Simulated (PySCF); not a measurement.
Stepwise substitution at one centre (Ga NH2-SiH3). Gas-phase values, no solvent. One relaxed conformer stands for each flexible species; it need not be the lowest. Strings in code marks are SMILES.

Calculation: r2SCAN-D4/def2-TZVP run with PySCF. Excitations are Tamm–Dancoff values on a coarser integration grid. The basis has no diffuse functions, so Rydberg states are missing or too high.

```tsv
species	HOMO–LUMO gap (eV)	S1 oscillator strength	LUMO (eV)	T1 excitation (TDA) (eV)
0 of 3 NH2 replaced by SiH3 (`[NH2][Ga]([NH2])[NH2]`)	5.47	[?]	-0.18	5.07
1 of 3 NH2 replaced by SiH3	4.63	0.070	[?]	4.24
2 of 3 NH2 replaced by SiH3 (`[NH2][Ga]([SiH3])[SiH3]`)	4.31	0.000	-2.07	3.77
3 of 3 NH2 replaced by SiH3	3.27	0.000	[?]	[?]
```

Question: Some entries are withheld; supply them.

Answer: 
- 0 of 3 NH2 replaced by SiH3 (`[NH2][Ga]([NH2])[NH2]`), S1 oscillator strength: 0.011
- 1 of 3 NH2 replaced by SiH3, LUMO (eV): -0.99
- 3 of 3 NH2 replaced by SiH3, LUMO (eV): -3.26
- 3 of 3 NH2 replaced by SiH3, T1 excitation (TDA) (eV): 2.77
